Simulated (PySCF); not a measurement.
# Deuteron quadrupole couplings in `N[SiH](N)CCCC(F)(F)F`

C4H11F3N2Si.
Structure used (GFN2-xTB), in Å, numbered top down from 1:
```
atom  x, y, z in Å
N1     3.266   -0.844    0.672
Si2    2.081    0.148   -0.110
N3     2.068    1.774    0.459
C4     0.408   -0.630    0.346
C5    -0.751    0.070   -0.346
C6    -2.095   -0.561    0.025
C7    -3.241    0.109   -0.699
F8    -3.352    1.413   -0.404
F9    -4.428   -0.448   -0.392
F10   -3.128    0.031   -2.034
H11    3.191   -1.846    0.602
H12    4.234   -0.575    0.613
H13    2.230    0.273   -1.566
H14    2.838    2.376    0.222
H15    1.778    1.954    1.407
H16    0.403   -1.684    0.071
H17    0.258   -0.591    1.425
H18   -0.617    0.013   -1.427
H19   -0.757    1.125   -0.069
H20   -2.111   -1.619   -0.246
H21   -2.284   -0.471    1.096
```

Level: PBE0/pcSseg-1 (PySCF, non-relativistic); Q(2H) = 0.00286 b; rigid geometry, the same for H and D, with no vibrational averaging.

**Question.** Rank these positions by the coupling χzz of a deuteron there, largest first.
A. H17 (methylene hydrogen)
B. H21 (methylene hydrogen)
C. H13 (Si–H hydrogen)
D. H14 (N–H hydrogen)

**Answer.** D (291 kHz), A (212 kHz), B (201 kHz), C (105 kHz).

**Question.** Tabulate Vzz, the asymmetry η and χzz = 234.96 MHz × Q × Vzz for every hydrogen position.

**Answer.** 
| atom | bonded to | bond length (Å) | Vzz (au) | η | χzz (kHz) |
| --- | --- | --- | --- | --- | --- |
| H11 | N1 | 1.007 | 0.4323 | 0.16 | 291 |
| H12 | N1 | 1.007 | 0.4309 | 0.16 | 290 |
| H13 | Si2 | 1.469 | 0.1566 | 0.04 | 105 |
| H14 | N3 | 1.006 | 0.4337 | 0.16 | 291 |
| H15 | N3 | 1.007 | 0.4299 | 0.17 | 289 |
| H16 | C4 | 1.090 | 0.3150 | 0.03 | 212 |
| H17 | C4 | 1.090 | 0.3148 | 0.03 | 212 |
| H18 | C5 | 1.091 | 0.3011 | 0.04 | 202 |
| H19 | C5 | 1.091 | 0.3002 | 0.03 | 202 |
| H20 | C6 | 1.092 | 0.2989 | 0.04 | 201 |
| H21 | C6 | 1.092 | 0.2995 | 0.04 | 201 |

**Question.** Average by the element that carries the hydrogen.

**Answer.** on N: 290 kHz over 4 positions, mean bond length 1.007 Å; on Si: 105 kHz over 1 position, mean bond length 1.469 Å; on C: 205 kHz over 6 positions, mean bond length 1.091 Å.

**Question.** A static deuteron (I = 1) shows a doublet split by (3/2)χ, (3/4)χ(1 + η) and (3/4)χ(1 − η) with the field along z, y and x of the gradient. What are these for H17?

**Answer.** With |χ| = 211.6 kHz and η = 0.031: 317, 164 and 154 kHz, to first order and without motion.

Geometry: GFN2-xTB, one conformer, isolated molecule. GFN2-xTB bond lengths can be off by several hundredths of an ångström, more for odd bonds, and the gradients follow them. The basis is small and wasn't made for field gradients, so the couplings can be 20 % off.
